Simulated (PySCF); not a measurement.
Computed IR spectrum (relative IR intensity) of a molecule C5H6. Geometry: B3LYP-D3(BJ)/def2-SVP. The values are those of a single conformer. These are B3LYP-D3(BJ)/def2-SVP (PySCF) values and carry that method's errors. No scaling factor is applied to the harmonic values.

ν (cm⁻¹): 506 (w), 519 (vw), 656 (s), 707 (m), 759 (vw), 819 (w), 904 (vw), 973 (m), 1056 (w), 1070 (w), 1372 (vw), 1436 (vw), 2226 (m), 3129 (m), 3133 (w), 3140 (w), 3233 (w), 3473 (vs) (against the strongest line: vs over 80 %, s over 45 %, m over 15 %, w over 4 %, vw less)

**Question.** Pick the molecule that these values belong to.
A) C=CC#CC
B) C#CCC=C
C) C=C=CC=C
D) C#CC1CC1

**Answer.** D, C#CC1CC1
